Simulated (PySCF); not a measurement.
C7H12 (charge +1 and doublet state).
SMILES with atom numbers: `[CH3:1][CH2:2][C+:3]=[C:4][CH2:5][CH2:6][CH3:7]` (hydrogens: H8, H9, H10 on C1; H11, H12 on C2; H13, H14 on C5; H15, H16 on C6; H17, H18, H19 on C7)

Geometry (GFN2-xTB, Å), atoms numbered from 1 in this order:
```xyz
19
C7H12 angstrom
C     -3.4279    0.6462    0.4146
C     -2.7978   -0.6981    0.1041
C     -1.3796   -0.6953    0.0042
C     -0.1636   -0.6933   -0.0848
C      1.2558   -0.7161   -0.1834
C      1.9783    0.5244    0.3189
C      3.4849    0.4238    0.1992
H     -3.0276    1.0670    1.3362
H     -3.2242    1.3633   -0.3808
H     -4.5037    0.5385    0.5178
H     -3.2116   -1.1175   -0.8266
H     -3.0814   -1.4383    0.8707
H      1.5115   -0.8869   -1.2421
H      1.6242   -1.6207    0.3243
H      1.7072    0.6895    1.3693
H      1.6234    1.4122   -0.2165
H      3.8024    0.3751   -0.8424
H      3.9530    1.2996    0.6403
H      3.8669   -0.4640    0.7000
```

The hyperfine couplings belong to this conformer and change with its torsions.

Computed, not measured: PySCF, UKS B3LYP, pcH-1 on C H, non-relativistic, mean-field spin-orbit, GIAO. Isolated species at its GFN2-xTB geometry (one conformer only). A GFN2-xTB geometry isn't a minimum of the functional, and hyperfine couplings can be far from their values at a DFT geometry, by a factor of two or more for some ions and for spin on atoms past the first row.

Q: Count the α and β electrons and give S(S+1).

A: 53 electrons with 2S = 1: 27 α and 26 β; S(S+1) = 0.75.

Mulliken spin populations, one withheld:

```csv
atom,bound to,population
C1,"C2, H8, H9, H10",-0.0003
C2,"C1, C3, H11, H12",-0.0049
C3,"C2, C4",?
C4,"C3, C5",+0.3789
C5,"C4, C6, H13, H14",-0.0050
C6,"C5, C7, H15, H16",+0.0047
C7,"C6, H17, H18, H19",+0.0009
H8,C1,+0.0060
H9,C1,+0.0070
H10,C1,-0.0007
H11,C2,+0.0544
H12,C2,+0.0556
H13,C5,+0.0693
H14,C5,+0.0381
H15,C6,+0.0094
H16,C6,+0.0039
H17,C7,0.0000
H18,C7,+0.0009
H19,C7,-0.0002
```

Q: What does C3 hold?

A: The populations add up to Nα − Nβ = 1, and the others sum to 0.6180, so C3 holds +0.382.

Q: Sum the populations by element and by sign.

A: Carbon +0.76, hydrogen +0.24. The positive populations sum to 1.01, the negative ones to -0.01.

Q: The run gives ⟨S²⟩ = 0.7517. What does that say of the overlap of α and β orbitals, and of the weight of higher spin?

A: For a single determinant ⟨S²⟩ = S(S+1) + Nβ − Σ|⟨iα|jβ⟩|², so the squared overlaps of occupied orbitals sum to 26 − 0.0017 = 25.9983. If the quartet state (S + 1) were the only admixture, its weight would be 0.0017/(2S + 2) = 0.06 %.

Q: What Fermi-contact NMR shifts do the couplings of C1, C2, C3, C4, C5, C6, C7 imply at 250 K (Curie law, g = gₑ)?

A: δ = a_FC·h·gₑ μB S(S+1)/(3 g_N μN kT), with k/h = 20836.6 MHz/K:

| nuclei | isotope | a_FC (MHz) | g_N | contact shift (ppm) |
| --- | --- | --- | --- | --- |
| C1 | 13C | -2.59 | 1.4048 | -325 |
| C2 | 13C | -18.54 | 1.4048 | -2329 |
| C3 | 13C | 8.81 | 1.4048 | +1106 |
| C4 | 13C | 8.17 | 1.4048 | +1026 |
| C5 | 13C | -17.58 | 1.4048 | -2209 |
| C6 | 13C | -1.42 | 1.4048 | -178 |
| C7 | 13C | -0.86 | 1.4048 | -108 |

All at the stated temperature.

Examples of negative spin density at the nucleus (bohr⁻³): C2 (-0.0165), C5 (-0.0156) and C1 (-0.0023).

C4, the radical centre as drawn in `CC[C+]=[C]CCC`, holds a spin population of +0.38 out of 1.
